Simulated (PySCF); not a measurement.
C3H8Cd. Atoms are numbered in the order given.

```xyz
12

Cd    -0.1122     0.1539     0.3009
C     -0.9946     1.7770     1.3773
H     -1.3584     1.4386     2.3605
H     -1.8473     2.1962     0.8201
H     -0.2600     2.5816     1.5396
C      0.7767    -1.4815    -0.7780
C      0.9011    -1.2764    -2.2928
H      0.1767    -2.3820    -0.5602
H      1.7694    -1.6664    -0.3324
H      1.5221    -0.4001    -2.5441
H     -0.0795    -1.1208    -2.7731
H      1.3646    -2.1481    -2.7910
```

Geometry: B3LYP-D3(BJ)/def2-SVP. The structure was generated by enumeration; whether it is a known compound was not checked. The def2 effective core potentials stand for the cores of Cd; spin–orbit coupling is left out. Other conformers were not sampled.

The numbers are results of TDDFT-PBE/def2-SVPD run with PySCF, not measurements.

Vertical excitations. 

```tsv
state	energy (eV)	λ (nm)	f	main pairs
S1	4.69	264	0.001	HOMO→LUMO 98 %
S2	4.76	260	0.001	HOMO→LUMO+1 100 %
S3	5.52	225	0.327	HOMO→LUMO+2 88 %
S4	6.15	202	0.037	HOMO→LUMO+3 98 %
S5	6.59	188	0.097	HOMO−1→LUMO 87 %
S6	6.74	184	0.137	HOMO−1→LUMO+1 96 %
S7	6.76	183	0.055	HOMO−1→LUMO+2 86 %
S8	6.88	180	0.096	HOMO→LUMO+4 86 %
S9	7.07	175	0.003	HOMO−2→LUMO 100 %
S10	7.19	172	0.003	HOMO−2→LUMO+1 89 %
T1	4.47	278	0	HOMO→LUMO 59 %, HOMO→LUMO+2 40 %
T2	4.57	272	0	HOMO→LUMO+2 58 %, HOMO→LUMO 41 %
T3	4.61	269	0	HOMO→LUMO+1 100 %
T4	5.85	212	0	HOMO−1→LUMO 98 %
```
Triplets are in the Tamm–Dancoff approximation, which puts them higher than full response would, so one can lie above its singlet here.
